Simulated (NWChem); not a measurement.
System: InF, singlet; SMILES [F][In]

Excerpt of the output:

```
             Northwest Computational Chemistry Package (NWChem) 7.3.0
             --------------------------------------------------------

                             Geometry "geometry" -> ""
                             -------------------------

 Output coordinates in angstroms (scale by  1.889725989 to convert to a.u.)

  No.       Tag          Charge          X              Y              Z
 ---- ---------------- ---------- -------------- -------------- --------------
    1 In                  49.0000     0.00000000     0.00000000    -0.29995500
    2 F                    9.0000     0.00000000     0.00000000     1.69646400

 Effective nuclear repulsion energy (a.u.)     116.8928801063

 Summary of "ao basis" -> "ao basis" (spherical)
 ------------------------------------------------------------------------------
       Tag                 Description            Shells   Functions and Types
 ---------------- ------------------------------  ------  ---------------------
 In                        def2-svpd                12       32   5s4p3d
 F                         def2-svpd                 9       23   4s3p2d

            General Information
            -------------------
          SCF calculation type: DFT
          Wavefunction type:  closed shell.
          No. of atoms     :     2
          No. of electrons :    30
           Alpha electrons :    15
            Beta electrons :    15
          Charge           :     0
          Spin multiplicity:     1
          Use of symmetry is: off; symmetry adaption is: off
          Maximum number of iterations: 150
          AO basis - number of functions:    55
                     number of shells:    21
          Convergence on energy requested:  1.00D-06
          Convergence on density requested:  1.00D-05
          Convergence on gradient requested:  5.00D-04

              XC Information
              --------------
          PerdewBurkeErnzerhof Exchange Functional  1.000
            Perdew 1991 LDA Correlation Functional  1.000 local
           PerdewBurkeErnz. Correlation Functional  1.000 non-local

             Grid Information
             ----------------
          Grid used for XC integration:  medium
          Radial quadrature: Mura-Knowles
          Angular quadrature: Lebedev.
          Tag              B.-S. Rad. Rad. Pts. Rad. Cut. Ang. Pts.
          ---              ---------- --------- --------- ---------
          In                  1.55      123          10.0       590
          F                   0.50       49          11.0       434
          Grid pruning is: on
          Number of quadrature shells:   172
          Spatial weights used:  Erf1

      Superposition of Atomic Density Guess
      -------------------------------------

 Sum of atomic energies:        -317.34595162

      Non-variational initial energy
      ------------------------------

 Total energy =    -288.320579
 1-e energy   =    -573.690605
 2-e energy   =     235.273077
 HOMO         =      -0.326866
 LUMO         =       0.002414

   convergence    iter        energy       DeltaE   RMS-Dens  Diis-err
 ---------------- ----- ----------------- --------- --------- ---------
 d= 0,ls=0.0,diis     1   -289.7691016555 -3.40D+02  5.78D-02  7.62D-01
 d= 0,ls=0.0,diis     2   -284.0367358713  5.73D+00  4.71D-02  3.89D+01
 d= 0,ls=0.0,diis     3   -289.8621786345 -5.83D+00  2.64D-03  2.03D-01
 d= 0,ls=0.0,diis     4   -289.8752117785 -1.30D-02  2.31D-03  2.66D-02
 d= 0,ls=0.0,diis     5   -289.8784980343 -3.29D-03  6.32D-04  1.60D-03
  Resetting Diis
 d= 0,ls=0.0,diis     6   -289.8786389240 -1.41D-04  1.35D-04  4.02D-05
 d= 0,ls=0.0,diis     7   -289.8786449969 -6.07D-06  4.90D-05  1.21D-06
 d= 0,ls=0.0,diis     8   -289.8786449878  9.07D-09  1.96D-05  1.92D-06
 d= 0,ls=0.0,diis     9   -289.8786451299 -1.42D-07  8.17D-06  4.96D-07

         Total DFT energy =     -289.878645129857
      One electron energy =     -574.924797885520
           Coulomb energy =      262.020884476987
    Exchange-Corr. energy =      -27.071680338294
 Nuclear repulsion energy =       50.096948616970

 Numeric. integr. density =       29.999998785005

                       DFT Final Molecular Orbital Analysis
                       ------------------------------------

 Vector   13  Occ=2.000000D+00  E=-2.851888D-01
              MO Center=  2.9D-10, -2.9D-10,  1.6D+00, r^2= 7.1D-01
   Bfn.  Coefficient  Atom+Function         Bfn.  Coefficient  Atom+Function
  ----- ------------  ---------------      ----- ------------  ---------------
    38     -0.471414  2 F  py                37      0.433954  2 F  px
    41      0.307974  2 F  py                40     -0.283502  2 F  px
    44      0.105167  2 F  py                43     -0.096810  2 F  px
    13      0.072721  1 In py                19     -0.068605  1 In d -1
    12     -0.066943  1 In px                21     -0.063154  1 In d  1

 Vector   14  Occ=2.000000D+00  E=-2.851888D-01
              MO Center=  8.9D-10,  7.6D-10,  1.6D+00, r^2= 7.1D-01
   Bfn.  Coefficient  Atom+Function         Bfn.  Coefficient  Atom+Function
  ----- ------------  ---------------      ----- ------------  ---------------
    37      0.471414  2 F  px                38      0.433954  2 F  py
    40     -0.307974  2 F  px                41     -0.283502  2 F  py
    43     -0.105167  2 F  px                44     -0.096810  2 F  py
    12     -0.072721  1 In px                21     -0.068605  1 In d  1
    13     -0.066943  1 In py                19      0.063154  1 In d -1

 Vector   15  Occ=2.000000D+00  E=-2.419516D-01
              MO Center=  9.7D-10, -7.1D-10,  9.8D-03, r^2= 3.2D+00
   Bfn.  Coefficient  Atom+Function         Bfn.  Coefficient  Atom+Function
  ----- ------------  ---------------      ----- ------------  ---------------
     3      0.587201  1 In s                 39     -0.415935  2 F  pz
     4      0.386065  1 In s                  1     -0.339638  1 In s
    42      0.279942  2 F  pz                14     -0.227404  1 In pz
    20      0.133546  1 In d  0              45      0.091313  2 F  pz
     2      0.085432  1 In s                 11      0.077432  1 In pz

[...]

                                NWChem TDDFT Module
                                -------------------

            General Information
            -------------------
           No. of orbitals :     110
            Alpha orbitals :      55
             Beta orbitals :      55
        Alpha frozen cores :       0
         Beta frozen cores :       0
     Alpha frozen virtuals :       0
      Beta frozen virtuals :       0
         Spin multiplicity :       1
    Number of AO functions :      55
        Use of symmetry is : off
      Symmetry adaption is : off
         Schwarz screening :  0.10D-07

              XC Information
              --------------
   PerdewBurkeErnzerhof Exchange Functional   1.00
     Perdew 1991 LDA Correlation Functional   1.00 local
    PerdewBurkeErnz. Correlation Functional   1.00 non-local

             TDDFT Information
             -----------------
          Calculation type : TDDFT
         Wavefunction type : Restricted singlets & triplets
          No. of electrons :      30
           Alpha electrons :      15
            Beta electrons :      15
              No. of roots :       8
          Max subspacesize :    5600
            Max iterations :     100
               Target root :       1
           Target symmetry : none
      Symmetry restriction : off
                 Algorithm : Optimal
        Davidson threshold :  0.10D-03

    8 smallest eigenvalue differences (eV)
--------------------------------------------------------
  No. Spin  Occ  Vir  Irrep   E(Occ)    E(Vir)   E(Diff)
--------------------------------------------------------
    1    1   15   16 a        -0.242    -0.084     4.301
    2    1   15   17 a        -0.242    -0.084     4.301
    3    1   14   16 a        -0.285    -0.084     5.478
    4    1   13   16 a        -0.285    -0.084     5.478
    5    1   14   17 a        -0.285    -0.084     5.478
    6    1   13   17 a        -0.285    -0.084     5.478
    7    1   15   18 a        -0.242    -0.020     6.031
    8    1   15   19 a        -0.242     0.009     6.820
--------------------------------------------------------

  Entering Davidson iterations
  Restricted singlet excited states

  Iter   NTrls   NConv    DeltaV     DeltaE      Time
  ----  ------  ------  ---------  ---------  ---------
    1      8       1     0.45E+00   0.10+100        2.2
    2     15       1     0.93E-01   0.46E-01        1.9
    3     29       1     0.16E-01   0.58E-02        2.3
    4     43       1     0.50E-02   0.16E-03        2.5
    5     57       1     0.18E-02   0.95E-05        2.5
    6     71       4     0.11E-02   0.77E-06        2.5
    7     79       5     0.32E-03   0.26E-06        1.8
    8     85       7     0.20E-03   0.20E-07        1.6
    9     87       8     0.78E-04   0.56E-08        1.2
  ----  ------  ------  ---------  ---------  ---------
  Convergence criterion met

  Ground state a        -289.878645129857 a.u.

  ----------------------------------------------------------------------------
  Root   1 singlet a              0.181631078 a.u.                4.9424 eV
  ----------------------------------------------------------------------------
     Transition Moments    X  0.84142   Y -0.77048   Z  0.00000
     Dipole Oscillator Strength                    0.1576101769
     Electric Quadrupole                           0.0000001486
     Magnetic Dipole                               0.0000014826
     Total Oscillator Strength                     0.1576118081

     Occ.   12  a   ---  Virt.   16  a    0.20347 X
     Occ.   15  a   ---  Virt.   16  a   -0.97800 X
     Occ.   15  a   ---  Virt.   16  a    0.06782 Y
     Occ.   15  a   ---  Virt.   25  a   -0.05564 X
  ----------------------------------------------------------------------------
  Root   2 singlet a              0.181631080 a.u.                4.9424 eV
  ----------------------------------------------------------------------------
     Transition Moments    X -0.77048   Y -0.84142   Z -0.00000
     Dipole Oscillator Strength                    0.1576098012
     Electric Quadrupole                           0.0000001486
     Magnetic Dipole                               0.0000014826
     Total Oscillator Strength                     0.1576114324

     Occ.   12  a   ---  Virt.   17  a   -0.20347 X
     Occ.   15  a   ---  Virt.   17  a    0.97800 X
     Occ.   15  a   ---  Virt.   17  a   -0.06782 Y
     Occ.   15  a   ---  Virt.   26  a   -0.05564 X
  ----------------------------------------------------------------------------
  Root   3 singlet a              0.201312370 a.u.                5.4780 eV
  ----------------------------------------------------------------------------
     Transition Moments    X -0.00000   Y  0.00000   Z  0.00000
     Dipole Oscillator Strength                    0.0000000000
     Electric Quadrupole                           0.0000000000
     Magnetic Dipole                               0.0000000000
     Total Oscillator Strength                     0.0000000000

     Occ.   13  a   ---  Virt.   17  a    0.70615 X
     Occ.   14  a   ---  Virt.   16  a   -0.70615 X
  ----------------------------------------------------------------------------
  Root   4 singlet a              0.203976809 a.u.                5.5505 eV
  ----------------------------------------------------------------------------
     Transition Moments    X  0.00000   Y -0.00000   Z -0.00000
     Dipole Oscillator Strength                    0.0000000000
     Electric Quadrupole                           0.0000000239
     Magnetic Dipole                               0.0000000000
     Total Oscillator Strength                     0.0000000239

     Occ.   13  a   ---  Virt.   17  a    0.70673 X
     Occ.   14  a   ---  Virt.   16  a    0.70672 X
  ----------------------------------------------------------------------------
  Root   5 singlet a              0.203976819 a.u.                5.5505 eV
  ----------------------------------------------------------------------------
     Transition Moments    X -0.00000   Y -0.00000   Z -0.00000
     Dipole Oscillator Strength                    0.0000000000
     Electric Quadrupole                           0.0000000239
     Magnetic Dipole                               0.0000000000
     Total Oscillator Strength                     0.0000000239

     Occ.   13  a   ---  Virt.   16  a    0.70673 X
     Occ.   14  a   ---  Virt.   17  a   -0.70673 X
  ----------------------------------------------------------------------------
  Root   6 singlet a              0.220236579 a.u.                5.9929 eV
  ----------------------------------------------------------------------------
     Transition Moments    X -0.00000   Y  0.00000   Z -0.29770
     Dipole Oscillator Strength                    0.0130120810
     Electric Quadrupole                           0.0000003011
     Magnetic Dipole                               0.0000000000
     Total Oscillator Strength                     0.0130123821

     Occ.   12  a   ---  Virt.   18  a   -0.07855 X
     Occ.   13  a   ---  Virt.   16  a   -0.60100 X
     Occ.   14  a   ---  Virt.   17  a   -0.60100 X
     Occ.   15  a   ---  Virt.   18  a    0.50911 X
  ----------------------------------------------------------------------------
  Root   7 singlet a              0.255469581 a.u.                6.9517 eV
  ----------------------------------------------------------------------------
     Transition Moments    X -0.00000   Y  0.00000   Z  0.54482
     Dipole Oscillator Strength                    0.0505531352
     Electric Quadrupole                           0.0000000096
     Magnetic Dipole                               0.0000000000
     Total Oscillator Strength                     0.0505531448

     Occ.   13  a   ---  Virt.   16  a   -0.07061 X
     Occ.   14  a   ---  Virt.   17  a   -0.07061 X
     Occ.   15  a   ---  Virt.   18  a   -0.10175 X
     Occ.   15  a   ---  Virt.   19  a    0.98572 X
  ----------------------------------------------------------------------------
  Root   8 singlet a              0.261059562 a.u.                7.1038 eV
  ----------------------------------------------------------------------------
     Transition Moments    X  0.00000   Y -0.00000   Z -1.97063
     Dipole Oscillator Strength                    0.6758614056
     Electric Quadrupole                           0.0000000469
     Magnetic Dipole                               0.0000000000
     Total Oscillator Strength                     0.6758614525

     Occ.   12  a   ---  Virt.   19  a   -0.06949 X
     Occ.   13  a   ---  Virt.   16  a    0.33103 X
     Occ.   13  a   ---  Virt.   22  a    0.09491 X
     Occ.   14  a   ---  Virt.   17  a    0.33103 X
     Occ.   14  a   ---  Virt.   23  a   -0.09491 X
     Occ.   15  a   ---  Virt.   18  a    0.82827 X
     Occ.   15  a   ---  Virt.   18  a   -0.06766 Y
     Occ.   15  a   ---  Virt.   19  a    0.14515 X
     Occ.   15  a   ---  Virt.   27  a    0.21914 X

              Target root =      1
          Target symmetry = none
      Ground state energy =   -289.878645129857
        Excitation energy =      0.181631078360
     Excited state energy =   -289.697014051498

  stored tddft:energy   -289.69701405149777

[...]
```

Level: PBE/def2-SVPD with def2 effective core potentials on In, full TDDFT. Low-valent species are run as closed-shell singlets; no triplet was tried in these runs. Coordinates come from a PBE0/def2-SVP optimisation. def2 effective core potentials on In; no spin-orbit coupling.

Write an input that gives this output.

Several could match; the one computed here: the input that was run:
```
start job
memory heap 200 mb stack 900 mb global 1100 mb
geometry units angstroms noautosym nocenter noautoz
  In     0.000000     0.000000    -0.299955
  F      0.000000     0.000000     1.696464
end
basis spherical
  * library def2-svpd
end
ecp
  In library def2-ecp
end
dft
  xc xpbe96 cpbe96
  iterations 150
end
tddft
  nroots 8
end
task tddft energy
```
